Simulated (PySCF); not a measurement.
Species: C8H14FN.
Numbering: `[CH3:1][C@@:2]1([CH:3]2[CH2:4][CH2:5][CH2:6]2)[NH:7][C@@H:8]1[CH2:9][F:10]`

Probes without a nucleus sit at each ring's centroid and 1 Å off its mean plane on both sides; NICS is minus the shielding there, NICSzz its component along the normal. Level: GIAO PBE0/pcSseg-1 (PySCF, non-relativistic, gas phase) on the GFN2-xTB geometry, one conformer.

Rings: 1. C2–N7–C8; 2. C3–C4–C5–C6.

```json
{"set": "P", "NICS(0)": "0.1", "NICS(1), two faces": "-0.2 / -0.4", "NICS(1)zz, two faces": "3.7 / 5.3"}
{"set": "Q", "NICS(0)": "-46.0", "NICS(1), two faces": "-6.7 / -8.0", "NICS(1)zz, two faces": "-19.6 / -22.4"}
```

Q: Which set (ppm) belongs to which ring?

A: P = 2, Q = 1.
- 1 (3-membered ring with N; formal bonds all single): mean NICS(1)zz -21.0 ppm, shielded. C2, C8 have four or more neighbours, so the value isn't read as a sign of a π ring current.
- 2 (4-membered carbocycle; formal bonds all single): mean NICS(1)zz 4.5 ppm, deshielded. C3, C4, C5, C6 have four or more neighbours; no verdict on aromaticity is drawn.

Q: How do the rings differ in shape?

A: 
```csv
ring,bond lengths (Å),rms pucker (Å),HOMA,nearest outside atom to a NICS(1) probe (Å)
1,"1.451, 1.447, 1.493",0.00,–,hydrogen 1.33
2,"1.542, 1.536, 1.535, 1.542",0.08,–,hydrogen 1.50
```

The values belong to the conformer `[CH3:1][C@@:2]1([CH:3]2[CH2:4][CH2:5][CH2:6]2)[NH:7][C@@H:8]1[CH2:9][F:10]`: C1–C2–C3–C4 31°, N7–C8–C9–F10 -154°.
